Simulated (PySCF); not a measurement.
# Distorted geometries of [TaH6]−

[TaH6]− (singlet). PySCF 2.14.0, RKS PBE0, Ta def2-SVP with ECP60, H def2-SVP; non-relativistic Hamiltonian with scalar-relativistic core potentials where named; density fitting; no spin-orbit coupling. Relaxed geometry:

```xyz
7

Ta    0.0000    0.0000    0.1071
H     1.6810    0.0000    0.8402
H    -0.8405    1.4558    0.8402
H    -0.8405   -1.4558    0.8402
H     1.1530    0.0000   -1.2451
H    -0.5765    0.9986   -1.2451
H    -0.5765   -0.9986   -1.2451
```

Q: Order these distorted geometries by energy above the relaxed one, lowest first.
A.
```xyz
7

Ta    0.1329   -0.0107    0.3488
H     1.6662    0.1642    0.7538
H    -0.7304    1.3800    0.9596
H    -0.9101   -1.5881    0.7490
H     1.0575   -0.0918   -1.4197
H    -0.6718    1.1219   -1.2441
H    -0.5442   -0.9754   -1.2547
```
B.
```xyz
7

Ta    0.2379    0.1747    0.4676
H     1.6210   -0.0208    0.6400
H    -0.7325    1.5362    0.9104
H    -1.0212   -1.3879    0.6610
H     1.1883   -0.3974   -1.2234
H    -0.6798    0.9486   -1.4897
H    -0.6137   -0.8534   -1.0732
```
C.
```xyz
7

Ta    0.0251   -0.0224    0.1191
H     1.7197   -0.0132    0.8921
H    -0.8451    1.4961    0.8611
H    -0.8594   -1.4911    0.7782
H     1.1385    0.0019   -1.2143
H    -0.6053    1.0576   -1.2774
H    -0.5734   -1.0290   -1.2661
```

A: C (0.10 eV), A (1.78 eV), B (4.46 eV).

Q: Which forces (eV/Å) act in the one that lies 1.78 eV up?

A: 
```
Ta  -5.44 -1.46 -7.44
H    3.77  0.15  1.23
H   -0.20  0.63  0.66
H    0.82  0.73  0.43
H   -0.33  0.19  1.82
H    0.76 -0.91  1.74
H    0.62  0.67  1.55
```
Forces carry noise of the integration grid, about 0.01 to 0.03 eV/Å.
